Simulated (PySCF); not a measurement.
Cartesian coordinates (Å):
```xyz
4

B      0.5644    -0.5034    -0.0088
O     -0.7621    -0.4112    -0.0090
H      1.3243     0.4318     0.0089
H     -1.1266     0.4828     0.0089
```
Charge 0, spin multiplicity 2.

### Question
What is the computed dipole moment, total energy and highest occupied spin orbital (TPSSh-D3(BJ)/def2-TZVP // PBE0-D3(BJ)/def2-TZVP in PySCF)?

### Answer

```yaml
dipole_moment: 2.19 D
total_energy: -2756.00 eV
highest_occupied_spin_orbital: -5.07 eV
```
